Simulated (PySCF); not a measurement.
Estimate the missing entries of this data sheet.

Compound: BH₁₁O₂Si₄.
Structure used (PBE0-D3(BJ)/def2-SVP), in Å, numbered top down from 1:
```
atom  x, y, z in Å
O1     1.6978   -2.4656   -0.6940
B2     1.5102   -1.2762   -0.0659
O3     0.9615   -1.1366    1.1743
Si4    2.0182    0.4520   -1.0108
Si5    0.4799    2.0776   -0.3164
Si6   -1.6687    1.3991   -0.9700
Si7   -2.2331   -0.7359   -0.1752
H8     1.4029   -3.2415   -0.2016
H9     0.6777   -1.9520    1.6056
H10    3.4062    0.8874   -0.6466
H11    1.9547    0.3104   -2.5002
H12    0.7556    3.4257   -0.9096
H13    0.5097    2.2023    1.1750
H14   -2.7132    2.3620   -0.4927
H15   -1.7349    1.3519   -2.4668
H16   -2.0972   -0.8217    1.3114
H17   -3.6494   -1.0595   -0.5357
H18   -1.3554   -1.7783   -0.7970
```

```tsv
property	level	value
point group	PBE0-D3(BJ)/def2-SVP	C1
rotational constants A, B, C	PBE0-D3(BJ)/def2-SVP	1.216, 0.868, 0.589 GHz
dipole moment	B3LYP/def2-SVPD	?
HOMO energy	B3LYP/def2-SVPD	?
LUMO energy	B3LYP/def2-SVPD	?
lowest singlet excitation	TDDFT B3LYP/def2-SVPD	5.86 eV (211 nm, f = 0.015)
strongest line among the 10 lowest singlet transitions	TDDFT B3LYP/def2-SVPD	S5 at 6.40 eV (194 nm, f = 0.079)
lowest triplet excitation (Tamm–Dancoff)	TDA B3LYP/def2-SVPD	?
static isotropic polarisability	B3LYP/def2-SVPD	145.9 au
vertical ionisation energy	ΔSCF B3LYP/def2-SVPD	?
electronic spatial extent ⟨r²⟩ about the centre of nuclear charge	B3LYP/def2-SVPD	?
1H chemical shifts (computed TMS as zero) by class	GIAO PBE0/pcSseg-1	3.62 (H12/H13), 3.54 (H14/H15), 3.52 (H8/H9), 3.46 (H16/H17/H18), 3.45 (H10/H11) ppm
isotropic shieldings of nuclei other than C and H, by class	GIAO PBE0/pcSseg-1	69 (B2), 181 (O1/O3), 454 (Si7), 464 (Si5), 467 (Si6), 468 (Si4) ppm
```

Electronic properties: PySCF, gas phase, density fitting. NMR classes are plain means over equivalent atoms (diastereotopic ones count apart unless rotation or inversion swaps them), as if these changed places fast; in this geometry the members of some classes differ.

(1) Give the vertical ionisation energy.

(2) What is the lowest triplet excitation (Tamm–Dancoff)?

(3) The LUMO energy?

(4) What is the dipole moment?

(5) Give the electronic spatial extent ⟨r²⟩ about the centre of nuclear charge.

(6) Give the HOMO energy.

Results:

(1) 9.23 eV.

(2) 5.31 eV.

(3) -0.83 eV.

(4) 2.94 D.

(5) 2019 bohr².

(6) -7.43 eV.

 In wavenumbers S1 is 47300 cm⁻¹ (1 eV = 8065.54 cm⁻¹). The polarisability is 21.62 Å³ as a volume (1 au = 0.148185 Å³), or 1.66 au for each of the 88 electrons. The vertical singlet–triplet gap S1 − T1 is 0.55 eV (TDDFT singlet less Tamm–Dancoff triplet; S1: HOMO→LUMO+1, weight 0.66; T1: HOMO→LUMO+1, weight 0.51). The ΔSCF ionisation energy exceeds −ε(HOMO) by 1.80 eV with B3LYP.

One conformer stands for the species.
